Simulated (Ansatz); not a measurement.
Cl$_{2}$O$_{2}$W, triplet, at a GFN2-xTB geometry (such geometries of metal compounds can be far from the true shape) (the multiplicity is a formal guess) (core potentials on W); PBE/def2-SVP (Ansatz, a first-principles code).

Ansatz was given this input:
Ansatz 0.2 input:
```yaml
crystal:
  periodic: [false, false, false]
  atoms:
    - {symbol: W, position_ang: [0.37433821, -0.07415431, 0.12270466]}
    - {symbol: O, position_ang: [1.49271735, -0.62827810, -1.01392940]}
    - {symbol: O, position_ang: [0.74820365, 0.18436419, 1.74848290]}
    - {symbol: Cl, position_ang: [-0.97950147, 1.60541944, -0.73627097]}
    - {symbol: Cl, position_ang: [-1.70452181, -1.07372945, -0.14352742]}
basis:
  gaussian:
    orbitals: def2-SVP
hamiltonian:
  xc: pbe
magnetization: {spin_polarized: false, initial_magnetization: 2}
```

### Question
Write the output that Ansatz gives for this input, abridged.

### Answer

```
Functional definition: PBE
983 factors; their error is unknown
mean field evaluation 1: about -30927.3498 eV, gradient 9.1e1 eV
mean field evaluation 2: about -30608.5940 eV, gradient 3.0e2 eV
mean field evaluation 4: about -30937.9886 eV, gradient 4.3e1 eV
mean field evaluation 8: about -30940.7481 eV, gradient 2.6e1 eV
mean field evaluation 16: about -30943.3499 eV, gradient 1.2e-1 eV
mean field evaluation 32: about -30847.0219 eV, gradient 9.3e2 eV
mean field evaluation 64: about -30942.0894 eV, gradient 1.6e-1 eV
mean field evaluation 96: about -30942.6206 eV, gradient 6.8e-1 eV
mean field evaluation 128: about -30942.1536 eV, gradient 2.5e0 eV
mean field evaluation 160: about -30940.9849 eV, gradient 3.4e0 eV
mean field -30943.36626401 eV, -1137.1477360355 hartree, gradient 5.6e-6 eV, S^2 2.000000; 17 other end points of the search recorded, 0 dependent functions left out
reference -30943.36632360 eV, -1137.1477382253 hartree; 33, 31 occupied and 63, 65 virtual orbitals, 983 factors
Total energy: -30943.36632360 eV, -1137.1477382253 hartree
```
